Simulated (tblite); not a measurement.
Compound: C8H5N4 (charge -1).
SMILES: `Cc1c(C#N)ccc2[n-]nnc12`

Method: GFN2-xTB as coded in tblite; computed harmonic values from a numerical Hessian at the method's own geometry, unscaled. This tight-binding method is rough: wavenumbers can miss measured ones by several per cent, in bad cases by 10 to 20.

Harmonic wavenumbers (cm⁻¹): 43.4, 84.3, 127.7, 160.2, 227.3, 237.1, 264.1, 387.9, 442.9, 470.8, 487.6, 489.5, 601.5, 602.4, 679.9, 695.5, 723.8, 753.3, 806.4, 888.8, 910.7, 997.8, 1028.5, 1072.6, 1098.8, 1122.9, 1178.1, 1226.3, 1229.5, 1296.2, 1321.0, 1346.5, 1394.3, 1443.3, 1483.7, 1484.1, 1496.1, 1553.7, 1585.1, 2334.9, 2969.1, 2985.8, 3027.7, 3043.1, 3051.8.

A = 2222, B = 749.7, C = 562.6 MHz; mass 157.051 u (most abundant isotopes); point group Cs, symmetry number 1.

**Question.** Zero-point energy?

**Answer.** Half the sum of the wavenumbers: 25428 cm⁻¹ = 72.70 kcal/mol.

**Question.** Give the ideal-gas entropy at 298.15 K and 1 bar in the rigid-rotor, harmonic-oscillator model (classical rotation).

**Answer.** Translation 41.09, rotation 30.22, vibration 26.90: S = 98.2 cal/(mol K).

**Question.** And Cp and H(298.15 K) − H(0)?

**Answer.** Cp = 37.82 cal/(mol K), of which vibrations give 29.87 (their classical limit is 45 R = 89.4); H(298.15 K) − H(0) = 6.71 kcal/mol without the zero-point energy, 4.34 from vibrations.

**Question.** What must be added to the electronic energy to get the Gibbs energy at 298.15 K and 1 bar?

**Answer.** ZPE + [H(298.15 K) − H(0)] − T·S = 72.70 + 6.71 − 29.28 = 50.13 kcal/mol.

**Question.** Which modes carry the vibrational entropy at 298.15 K?

**Answer.** 43.4 cm⁻¹: 5.10; 84.3 cm⁻¹: 3.79; 127.7 cm⁻¹: 2.98; 160.2 cm⁻¹: 2.55; 227.3 cm⁻¹: 1.90; 237.1 cm⁻¹: 1.82 cal/(mol K); the other 39 give 8.76 together.

**Question.** Blend soft modes into free rotors: weight 1/[1 + (100 cm⁻¹/ν̃)⁴] for the oscillator and the rest for a rotor with moment μB/(μ + B), μ = h/(8π²ν), B = 10⁻⁴⁴ kg m². What vibrational entropy results?

**Answer.** 24.93 cal/(mol K) in place of 26.90, which changes −T·S at 298.15 K by +0.59 kcal/mol.

Hindered rotation and anharmonicity are outside this model.
